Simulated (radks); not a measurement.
Neutral platinum is in [Xe] 4f14 5d9 6s1. Calculated with a radial shooting solver on a logarithmic mesh with Libxc functionals: scalar-relativistic Kohn-Sham, PBEsol, spin-polarised, spherical densities, finite nucleus; Fermi nuclear charge, rms radius of each element as measured or else 0.836 A^(1/3) + 0.57 fm. Open shells are filled with parallel spins first. One electron is removed from 6s, 5p, 5d, 4f in turn, with full relaxation. Which removal costs least, and what does each cost?

Answer. 6s 9.552 eV; 5d 10.477 eV; 5p 61.569 eV; 4f 80.787 eV. The 6s electron leaves first.
